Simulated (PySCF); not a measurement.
These 3 structures share the formula C2H10OSi3. Method used: PBE0-D3(BJ)/def2-SVP geometry optimisation, gas phase (PySCF). One conformer each; no zero-point energy, no entropy. No frequencies were run at this level. Point groups hold within 0.08 Å.

**Question.** Rank from lowest to highest electronic energy at this level (kJ/mol).
A. `[SiH3:1]/[CH:2]=[CH:3]\[SiH2:4][O:5][SiH3:6]` with C2–C3–Si4–O5 180°
B. `C[Si@@H]1CO[Si@H]1[SiH3]`
C. `[CH3:1][C:2](=[O:3])[SiH:4]([SiH3:5])[SiH3:6]` with C1–C2–Si4–Si5 -122°

**Answer.** A (0.0), B (59.6), C (124.4).

As drawn, the lowest has an Si–O bond and a C=C bond outside aromatic rings, which the highest lacks; the highest has a C=O bond and an Si–Si bond, which the lowest lacks.

| SMILES | E (Eh) | E rel (kJ/mol) | dipole (D) | point group | A, B, C (MHz) |
| --- | --- | --- | --- | --- | --- |
| [SiH3]/C=C\[SiH2]O[SiH3] | -1025.03537 | 0.0 | 0.87 | – | 7045, 600.7, 564.9 |
| C[Si@@H]1CO[Si@H]1[SiH3] | -1025.01265 | 59.6 | 2.39 | C1 | 3240, 1024, 889.0 |
| CC(=O)[SiH]([SiH3])[SiH3] | -1024.98798 | 124.4 | 2.20 | Cs | 1645, 1370, 920.4 |
